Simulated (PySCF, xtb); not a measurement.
Zn(NH3)4 (H12N4Zn), SMILES [Zn+2](<-[NH3])(<-[NH3])(<-[NH3])<-[NH3], charge +2.

Harmonic wavenumbers (cm⁻¹) from GFN2-xTB (xtb 6.7.1) at its own minimum, in rising order: 60, 86, 87, 91, 92, 96, 115, 115, 116, 298, 330, 330, 330, 520, 520, 520, 569, 570, 605, 606, 606, 1341, 1341, 1341, 1365, 1476, 1476, 1477, 1487, 1487, 1487, 1490, 1490, 3320, 3320, 3321, 3322, 3322, 3323, 3324, 3324, 3350, 3352, 3352, 3360.

What does PBE-D3(BJ)/def2-SVP run with PySCF 2.14.0 give at its own minimum? (Estimate from the structure and the level; the computed values follow.)

59, 76, 76, 76, 98, 98, 123, 123, 123, 379, 393, 393, 393, 594, 594, 594, 660, 660, 690, 690, 690, 1298, 1298, 1298, 1313, 1586, 1586, 1586, 1592, 1592, 1599, 1599, 1599, 3351, 3351, 3351, 3356, 3438, 3438, 3438, 3438, 3438, 3440, 3440, 3440. Paired by order, the mean absolute difference is 66 cm⁻¹ and the zero-point energies are 91.4 and 95.0 kcal/mol.
